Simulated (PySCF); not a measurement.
SnO and its ions

RHF-CCSD(T); Sn aug-cc-pVDZ-PP with ECP28, O aug-cc-pVDZ; scalar-relativistic core potentials (PySCF 2.14). Neutral (RHF): singlet (closed shell), Re = 1.871 Å, ωe = 784 cm⁻¹, De = 5.30 eV.

SnO⁺ (UHF): doublet (π ↑), Re = 2.012 Å, ωe = 619 cm⁻¹, De = 2.94 eV to Sn⁺ + O. The energies at the minima are -288.52823 hartree for SnO and -288.17840 for SnO⁺.

(1) Work out the adiabatic ionisation energy, without and with harmonic zero-point energies (1 hartree = 27.2114 eV, 1 eV = 8065.5 cm⁻¹), and the change of the bond length.

Correlated steps freeze 5 core orbitals. Correlated levels converge slowly with the basis: in double zeta they bind strong bonds too weakly, by up to about 1 eV, and carry superposition errors of some tenths. Spin–orbit coupling is left out, which matters for elements this heavy, above all for dissociation energies. For an ion De counts to the pair picked by the measured ionisation energies or electron affinities, which need not be the lowest pair at this level. Where the molecule has an RHF reference, its open-shell atoms are computed with UHF. The CCSD T1 diagnostic is raised in SnO, a sign that a single reference may not be enough there. States were picked by a PBE0 search and need not be the measured ground states.

Neutral and ion stand on different kinds of reference determinant, which adds to the error of the difference.

## Answers

(1) At CCSD(T): 0.34983 hartree = 9.519 eV between the minima; the zero-point term (619.0 − 784.0)/2 cm⁻¹ = -0.010 eV makes it 9.509 eV. Re changes by +14.1 pm against the neutral. The electron leaves a π orbital, and the longer bond of the ion fits a bonding orbital, or a change in how ionic the bond is.
